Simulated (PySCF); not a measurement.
Computed shifts of a molecule CH7AlO2Si, PBE/pcSseg-1 in PySCF, GIAO, gas phase, equivalent atoms averaged, in ppm (number of nuclei): ¹H: 5.64 (3), 4.45 (3), 4.04 (1). ¹³C: 59.0 (1). ²⁹Si: -42.1 (1). References: ¹H against TMS (σ = 31.49 ppm); ¹⁷O against H2O (σ = 334.3 ppm); ¹³C against TMS (σ = 182.0 ppm); ²⁹Si against TMS (σ = 335.4 ppm), references at their B3LYP-D3(BJ)/def2-TZVP geometries, non-relativistic. Geometry optimised at B3LYP-D3(BJ)/def2-SVP. Other conformers were not sampled.

Task: Pick the molecule that these values belong to.
A. C[SiH2][Al]([OH])[OH]
B. [CH3][Al]([OH])[O][SiH3]
C. C[O][Al]([OH])[SiH3]
D. C[O][AlH][O][SiH3]

Result: D, C[O][AlH][O][SiH3]
